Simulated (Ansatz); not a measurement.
System: CH2N (charge 0, doublet). SMILES: [CH][NH]
Geometry: optimised at B3LYP-D3(BJ)/def2-TZVP (Ansatz, a program for electronic structure).

Quantity: atomisation energy, in kcal/mol. Terms: 6-31G* and kin with 6d, 5d where marked; no spin-orbit coupling; atomisation electronic, to ground-state atoms; open shells spin-unrestricted; non-relativistic; dispersion terms only where a functional's name holds one; LANL2DZ all-electron up to Ne; 6-311+G** with 5d. Ab initio and DFT rows: single points at B3LYP-D3(BJ) geometries (Ansatz).

| level | program | atomisation energy (kcal/mol) |
|---|---|---|
| B3LYP/STO-3G | Ansatz | 347.2 |
| B3LYP/3-21G | Ansatz | 318.2 |
| B3LYP/LANL2DZ | Ansatz | 313.3 |
| B3LYP/6-31G | Ansatz | 317.3 |
| B3LYP/6-31G* | Ansatz | 334.6 |
| B3LYP/6-31+G* | Ansatz | 334.4 |
| B3LYP/6-31G** | Ansatz | 337.9 |
| B3LYP/def2-SVP | Ansatz | 340.7 |
| B3LYP/cc-pVDZ | Ansatz | 332.2 |
| B3LYP/6-311+G** | Ansatz | 337.7 |
| B3LYP/def2-TZVPD | Ansatz | 340.6 |

No value to compare with is used here. The 10 habitual levels span 313.3 (B3LYP/LANL2DZ) to 347.2 kcal/mol (B3LYP/STO-3G); B3LYP/def2-TZVPD gives 340.6.

The sets are all those run for this method; left out are runs that failed, that the program found above a lower state of the same kind, or whose <S^2> lies over 0.5 above the pure value.
